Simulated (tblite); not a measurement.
A tight-binding relaxation on `FCC(=S)CB(F)F`.

Computed with GFN2-xTB geometry optimisation, gas phase (tblite 0.8.0). Start geometry: from a force field or distance geometry. The command runs a driver script over a list of jobs; the input below is this job's line of settings and its coordinates in Å.

Command:
```bash
OMP_NUM_THREADS=1 python probes_run.py task.json out
```

Input:
```
{"job": {"kind": "relax", "xc": "GFN2-xTB", "basis": "xTB"}, "charge": 0, "multiplicity": 1}
F      1.524900     0.994500    -1.236000
C      1.373900     0.687400     0.100700
C      0.680500    -0.637500     0.112500
S      1.318400    -1.755600     0.706600
C     -0.695900    -0.751900    -0.514100
B     -1.626900     0.239600     0.257000
F     -2.004100     1.506600    -0.331500
F     -2.049800     0.020900     1.621600
H      0.762400     1.393900     0.677500
H      2.370700     0.486900     0.585300
H     -0.661100    -0.378100    -1.576800
H     -0.991800    -1.807300    -0.428800
```

**Question.** Give the output.

**Answer.** 
```
step      E/eV     max force
  0    -738.22327   15.719
  1    -739.28232    7.310
  2    -739.90437    4.259
  3    -740.16544    1.803
  4    -740.22341    0.549
  5    -740.26156    0.428
  6    -740.29105    0.447
  7    -740.29895    0.252
  8    -740.30763    0.170
  9    -740.31220    0.183
... (126 lines left out)
136    -740.46822    0.043
137    -740.46843    0.055
138    -740.46868    0.063
139    -740.46896    0.065
140    -740.46927    0.032
141    -740.46938    0.086
142    -740.46956    0.038
143    -740.46961    0.013
144    -740.46963    0.014
145    -740.46964    0.007
```

«max force» is the largest atomic force in eV/Å.

**Question.** From which step on does the largest force stay under 0.1 eV/Å, and how much energy is left to gain from there?

**Answer.** From step 132 (0.039 eV/Å), 2.3 meV above the end.

In short: energy lowered by 51.8 kcal/mol over 145 steps; largest atomic force 0.007 eV/Å at the end.

The run took 0.65 s wall on one thread of an Arm Neoverse V2, shared host with 32 logical CPUs at a one-minute load of 18.
Labels such as C1 count atoms from 1, the log's own numbers from 0.
